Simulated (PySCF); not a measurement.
SMILES c1cc(-c2occc2)ccc1C=C (C12H10O), singlet (GFN2-xTB optimised geometry):

```
23

C     -1.953    -4.218     0.000
C     -2.404    -2.968     0.000
C     -1.606    -1.751     0.000
C     -2.258    -0.514     0.000
C     -1.554     0.669     0.000
C     -0.157     0.662     0.000
C      0.600     1.896     0.000
C      0.201     3.212     0.000
C      1.380     3.987     0.000
C      2.412     3.098     0.000
O      1.954     1.839     0.000
C      0.501    -0.571     0.000
C     -0.209    -1.751     0.000
H     -2.629    -5.056     0.000
H     -0.905    -4.460     0.000
H     -3.475    -2.801     0.000
H     -3.339    -0.489     0.000
H     -2.084     1.609     0.000
H     -0.802     3.583     0.000
H      1.450     5.056     0.000
H      3.475     3.234     0.000
H      1.580    -0.588     0.000
H      0.328    -2.686     0.000
```

Method: PBE0/def2-SVP (PySCF).

What are the frontier orbital energies and the dipole moment?

HOMO-2 -7.43 eV, HOMO-1 -7.30 eV, HOMO -5.81 eV, LUMO -1.37 eV, LUMO+1 -0.12 eV; dipole moment 0.78 D.

On the same geometry PBE/def2-SVP run with PySCF gives HOMO-2 -6.35 eV, HOMO-1 -6.20 eV, HOMO -4.94 eV, LUMO -2.09 eV, LUMO+1 -1.03 eV; dipole moment 0.88 D.

Meta-Löwdin charges at PBE0/def2-SVP: C1 -0.23, C2 -0.09, C3 0.00, C4 -0.11, C5 -0.11, C6 0.00, C7 0.16, C8 -0.17, C9 -0.17, C10 0.05, O11 -0.24, C12 -0.11, C13 -0.10, H14 0.11, H15 0.10, H16 0.10, H17 0.11, H18 0.11, H19 0.12, H20 0.12, H21 0.13, H22 0.12, H23 0.11.
